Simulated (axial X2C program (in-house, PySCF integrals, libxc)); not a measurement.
# What spin–orbit coupling does to CaS

Calculated with an in-house relativistic program for diatomic molecules. Spin-free means the one-electron spin-free X2C Hamiltonian; two-component (2c) means X2C with spin–orbit coupling and atomic mean-field two-electron Coulomb and Gaunt terms, so the difference of the two also holds small scalar two-electron terms. Basis: Ca dyall-cv3z [11s12p6d4f], S dyall-av3z [9s8p3d2f] (cores contracted in-house); Gaussian nuclei, density fitting, unrestricted open shells. Masses: Ca 39.963 u, S 31.972 u.

Spin-free state: M_S = 0, Λ = 0 (closed shell); fragments Ca + S.

```
level  Re (Å)  ωe (cm⁻¹)  De (eV)   μ (D)
 PBE0   2.299      483.9    3.601  -10.50
  M06   2.300      492.4    3.496  -10.54
```

Dipoles are positive if S is the positive end.

Two-component determinant lowest at the distance of the search:

Ω = 0 (closed shell); fragments Ca + S.

```json
{"level": "PBE0", "Re (Å)": "2.299", "ωe (cm⁻¹)": "483.8", "De (eV)": "3.601", "μ (D)": "-10.49"}
{"level": "M06", "Re (Å)": "2.300", "ωe (cm⁻¹)": "492.3", "De (eV)": "3.472", "μ (D)": "-10.54"}
```

Question: From the two tables, how do the constants change at the PBE0 level (2c against spin-free)?

Answer: At the PBE0 level Re is unchanged within 0.001 Å and ωe stays the same within 0.2 cm⁻¹; De is not compared, since the atomic limits differ or miss part of their spin–orbit lowering.

Occupations by symmetry block were frozen at the best pattern of an incomplete PBE0 search. Closed shells are restricted here (equal orbitals for both partners); the stretched side of such a curve lies too high. De is counted from the lowest determinant-based energies of the atoms at the same level, without counterpoise correction. In 2c an atomic determinant is not the ground J level, so De misses part of the atomic spin–orbit lowering. This holds for PBE0. Without a current term, density functionals place determinants with orbital angular momentum somewhat too high. The stretched end of a curve changes character and is left out.
